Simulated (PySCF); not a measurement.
## Working out the ionisation energy of Mo(2+)

Mo(2+) [Kr] 4d4 (5D) → Mo(3+) [Kr] 4d3 (4F). Computed with PySCF 2.14 in x2c-TZVPall, with scalar relativity by spin-free X2C-1e. Frozen: [Kr]. Energies in hartree (1 hartree = 27.21139 eV):

```
             part  Mo(2+) (lower)  Mo(3+) (upper)
              UHF    -4045.407694    -4044.448473
MP2 opposite-spin        0.000000        0.000000
    MP2 same-spin       -0.027214       -0.011568
```

Task: What does Hartree-Fock give?

Result: (-4044.448473) − (-4045.407694) = 0.959221 hartree = 26.102 eV.

Task: What do MP2 and SCS-MP2 (6/5 opposite-spin, 1/3 same-spin) give?

Result: The opposite-spin parts differ by 0.000 eV and the same-spin parts by 0.426 eV. MP2: 26.102 + (0.000) + (0.426) = 26.528 eV. SCS-MP2: 26.102 + 1.2 × (0.000) + (0.426)/3 = 26.244 eV.

Reference: 27.13 ± 0.12 eV (semi-empirical (NIST evaluation); NIST Atomic Spectra Database, ionization energies), between the lowest levels; spin-orbit coupling is absent from the calculation.

What remains against the reference includes basis incompleteness, the frozen core and correlation beyond second order.
